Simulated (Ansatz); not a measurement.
`CC(F)[BH][AlH2]` and `C[CH](F)[AlH2]` differ in one atom or group.

Ansatz, PBE0-D4/def2-TZVP geometries, multiplicity 1. Each molecule was computed in one conformer, which needn't be the lowest. `CC(F)[BH][AlH2]` holds a close contact that its SMILES doesn't draw: Al···F 2.07 Å.

```tsv
property	`CC(F)[BH][AlH2]`
HOMO energy (B3LYP/def2-TZVPP) / eV	-6.68
LUMO energy (B3LYP/def2-TZVPP) / eV	-2.27
ideal-gas entropy at 298 K and 1 bar (rigid rotor, harmonic PBE0-D4/def2-TZVP) / J/(mol·K)	343
HOMO–LUMO gap (ωB97M-V/def2-TZVPP) / eV	8.88
HOMO–LUMO gap (B3LYP/def2-TZVPP) / eV	4.41
HOMO energy (PBE/def2-TZVPP) / eV	-5.71
```

(1) What does the change do to each property? (Estimate.)

Results:

(1) Computed: 
```json
{"property": "HOMO energy (B3LYP/def2-TZVPP) / eV", "`C[CH](F)[AlH2]`": "-7.29", "shift": "-0.61"}
{"property": "LUMO energy (B3LYP/def2-TZVPP) / eV", "`C[CH](F)[AlH2]`": "-1.85", "shift": "0.42"}
{"property": "ideal-gas entropy at 298 K and 1 bar (rigid rotor, harmonic PBE0-D4/def2-TZVP) / J/(mol·K)", "`C[CH](F)[AlH2]`": "329", "shift": "-14"}
{"property": "HOMO–LUMO gap (ωB97M-V/def2-TZVPP) / eV", "`C[CH](F)[AlH2]`": "9.69", "shift": "0.81"}
{"property": "HOMO–LUMO gap (B3LYP/def2-TZVPP) / eV", "`C[CH](F)[AlH2]`": "5.44", "shift": "1.03"}
{"property": "HOMO energy (PBE/def2-TZVPP) / eV", "`C[CH](F)[AlH2]`": "-6.10", "shift": "-0.39"}
```

With PBE0 the HOMO falls by 0.61 eV and the LUMO rises by 0.48 eV, so the gap widens by about 1.09 eV. PBE moves the HOMO by -0.39 eV and ωB97M-V by -0.73 eV. The zero-point energy changes by -34.3 kJ/mol with -6 modes.

B3LYP here is the variant with VWN-RPA as its local correlation; programs differ in this.
